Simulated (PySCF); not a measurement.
**Correlation energy of Hf⁵⁴⁺ (hafnium, charge +54)**

Starting occupation: [Ar]. Calculation: PySCF 2.14, in an even-tempered Gaussian basis (17 s from 5.3 bohr⁻², ratio 2.6; 14 p from 6.9 bohr⁻², ratio 2.6; 5 d from 7.1 bohr⁻², ratio 2.8; 3 f from 110 bohr⁻², ratio 2.8); X2C-1e with screened-nucleus spin-orbit coupling, Gaussian nucleus. Frozen: [Ne]; 8 electrons correlated; the 60 highest virtual spinors left out.

MP2 pair energies summed by pair of shells (mhartree):

```csv
pair,energy,share (%)
3p3/2-3p3/2,-195.98,43.1
3p1/2-3p3/2,-164.47,36.1
3p1/2-3p1/2,-41.57,9.1
3p3/2-3s1/2,-24.48,5.4
3s1/2-3s1/2,-15.15,3.3
3p1/2-3s1/2,-13.52,3.0
```

Total MP2 correlation energy: -455.17 mhartree.

The virtual space was cut to 50 spinors, which keep -438.93 of the -455.17 mhartree of MP2 correlation.

```
  level  correlation energy (mhartree)
   CCSD                        -479.71
    (T)                          -1.65
CCSD(T)                        -481.36
```

Diagnostics: T1 = 0.00018, largest double amplitude 0.035.

Cost of the coupled-cluster step: about 18 core-seconds, for 8 occupied and 50 virtual spinors.

The coupled-cluster values are those of the cut space; adding the MP2 remainder, -16.24 mhartree, estimates the full space.

At this charge the one-electron X2C treatment keeps the bare 1/r₁₂, with no two-electron picture change or Breit term. The effect here is smaller than on the frozen 1s shell.
